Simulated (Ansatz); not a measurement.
A CCSD(T) single point on C3H7NSi, SMILES `C=C1[SiH2]N1C`.

```yaml
crystal:
  periodic: [false, false, false]
  atoms:
    - {symbol: C, position_ang: [0.390540, 0.795043, 1.756907]}
    - {symbol: C, position_ang: [0.088272, -0.157836, 0.879552]}
    - {symbol: Si, position_ang: [-0.330474, -1.772816, 0.174075]}
    - {symbol: N, position_ang: [-0.095987, -0.222982, -0.492762]}
    - {symbol: C, position_ang: [-0.014079, 0.813076, -1.472892]}
    - {symbol: H, position_ang: [0.560192, 1.820643, 1.444686]}
    - {symbol: H, position_ang: [0.474530, 0.565098, 2.809695]}
    - {symbol: H, position_ang: [-1.698852, -2.342230, 0.222046]}
    - {symbol: H, position_ang: [0.678435, -2.829935, -0.077819]}
    - {symbol: H, position_ang: [0.985235, 1.263472, -1.482560]}
    - {symbol: H, position_ang: [-0.740313, 1.607154, -1.263822]}
    - {symbol: H, position_ang: [-0.220498, 0.406213, -2.463104]}
basis:
  gaussian: {orbitals: def2-TZVPP}
correlation: {method: ccsd_t}
output: {orbitals: {seedname: orbitals}}
```

```sh
$ ansatz run in.yaml --threads 4 --pin off --events-out ev --progress --plain
```

The program prints (abridged):

```
Functional definition: HF
  name "HF"
  cite "Fock, Z. Phys. 61, 126 (1930) doi:10.1007/BF01340294"
  parent pbe
  exchange = exact_x
  correlation = 0
1550 factors; integrals over basis functions are off by at most 1.1e-3 eV
mean field evaluation 1: about -12541.6532 eV, gradient 3.9e1 eV
mean field evaluation 2: about -12541.9679 eV, gradient 3.9e1 eV
mean field evaluation 4: about -12546.1348 eV, gradient 5.3e0 eV
mean field evaluation 8: about -12546.2255 eV, gradient 4.3e-1 eV
mean field evaluation 16: about -12546.2266 eV, gradient 2.6e-6 eV
mean field -12546.22661642 eV, -461.0653240154 hartree, gradient 2.6e-6 eV, S^2 0.000000; 0 other end points of the search recorded, 0 dependent functions left out
9 core orbitals not correlated: weight in the atoms' cores, before any rotation towards them, 1.000 or more for the frozen orbitals, at most 0.000 for the correlated occupied ones
reference -12546.22661642 eV, -461.0653240154 hartree; 14, 14 occupied and 241, 241 virtual orbitals, 1550 factors
second order -22.29521480 eV of doubles, -0.00000000 eV of singles
cycle   1  -22.63856044 eV  change   -3.4e-1 eV  update   1.1e-1
cycle   2  -23.26291603 eV  change   -6.2e-1 eV  update   3.5e-2
cycle   3  -23.40347194 eV  change   -1.4e-1 eV  update   1.8e-2
cycle   4  -23.39285796 eV  change    1.1e-2 eV  update   4.9e-3
cycle   5  -23.39208686 eV  change    7.7e-4 eV  update   2.3e-3
cycle   6  -23.39256862 eV  change   -4.8e-4 eV  update   6.8e-4
cycle   7  -23.39213500 eV  change    4.3e-4 eV  update   2.5e-4
cycle   8  -23.39211236 eV  change    2.3e-5 eV  update   8.0e-5
cycle   9  -23.39213222 eV  change   -2.0e-5 eV  update   2.8e-5
perturbative correction -1.07187313 eV, -0.0393906111 hartree
Total energy: -12570.69062177 eV, -461.9643596299 hartree
```

It took 84 s on 4 threads of a server CPU on a shared host, with 6.5 GiB of host memory at the peak.

MP2 recovers 91.1 % of the CCSD(T) correlation energy and the triples give 4.4 %; T1 = 0.0132.
